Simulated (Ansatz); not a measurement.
A search over several starts for the lowest SCF solution of the cluster AlAs2⁻ at the given spin, in a small basis.

```yaml
crystal:
  periodic: [false, false, false]
  atoms:
    - {symbol: Al, position_ang: [1.143110, 0.376014, -0.925336]}
    - {symbol: As, position_ang: [-0.140947, -1.249900, 0.562954]}
    - {symbol: As, position_ang: [-1.002163, 0.873886, 0.362382]}
basis:
  gaussian: {orbitals: def2-SVP, initial_orbitals: start.molden}
total_charge: -1
hamiltonian: {xc: pbe0, dispersion: d4}
output: {orbitals: {seedname: orbitals}}
```

The file start.molden holds the orbitals of an earlier run on this structure, at another level or in another basis.

```sh
$ ansatz run in.yaml --threads 4 --pin off --events-out ev --progress --plain --max-ram 3916MiB
```

Shortened log:

```
Functional definition: PBE0
790 factors; integrals over basis functions are off by at most 8.1e-4 eV
mean field evaluation 1: about -128246.3365 eV, gradient 7.5e0 eV
mean field evaluation 2: about -128246.4446 eV, gradient 1.3e-1 eV
mean field evaluation 4: about -128246.4581 eV, gradient 1.8e-4 eV
mean field evaluation 8: about -128245.7367 eV, gradient 2.0e1 eV
mean field evaluation 16: about -128246.4581 eV, gradient 1.9e-2 eV
mean field -128246.45811452 eV, -4712.9704071373 hartree, gradient 1.7e-5 eV, S^2 0.000000; 1 other end points of the search recorded, 0 dependent functions left out
reference -128246.45813388 eV, -4712.9704078484 hartree; 40, 40 occupied and 42, 42 virtual orbitals, 790 factors
Total energy: -128246.57440659 eV, -4712.9746807919 hartree
```

Hardware: 4 threads of Arm Neoverse V1 on a shared host. Wall time 1.2 s.

The structure comes from a short search, and lower isomers may exist.
